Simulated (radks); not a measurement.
Effect of the nuclear size on the holmium ion Ho41+, [Ar] 3d8. All-electron calculation, Dirac Kohn-Sham, BLYP, spin-unpolarised, spherical densities, finite nucleus; open shells fill j = l - 1/2 first; Fermi nuclear charge, rms radius 5.2022 fm. Program: a radial shooting solver on a logarithmic mesh with Libxc functionals. The rms radius is varied about that value; shifts are against it.

rms radius (fm),total energy shift (eV),density at nucleus (e/bohr^3),1s1/2 shift (meV),2s1/2 shift (meV),3s1/2 shift (meV),3p1/2 shift (meV),3d5/2 shift (meV),4s1/2 (empty) shift (meV),4p1/2 (empty) shift (meV)
4.5571,-6.65,8.324e+05,-2740,-366,-84.6,-0.186,3.26,-28.6,-0.275
4.9525,-2.65,8.132e+05,-1090,-146,-33.7,-0.075,1.30,-11.4,-0.110
5.2022,0,8.02e+05,0.000,0.000,0.000,0.000,0.000,0.000,0.000
5.4727,2.98,7.907e+05,1230,164,37.9,0.086,-1.46,12.8,0.124
6.1646,11.1,7.646e+05,4570,609,141,0.327,-5.42,47.7,0.463

Slopes of the eigenvalues against <r^2> in GHz/fm^2, as finite differences over the two radii next to the reference (eigenvalue slopes, not the field-shift constants of lines): 1s1/2 103000, 2s1/2 13800, 3s1/2 3190, 3p1/2 7.16, 3d5/2 -123, 4s1/2 (empty) 1080, 4p1/2 (empty) 10.4.
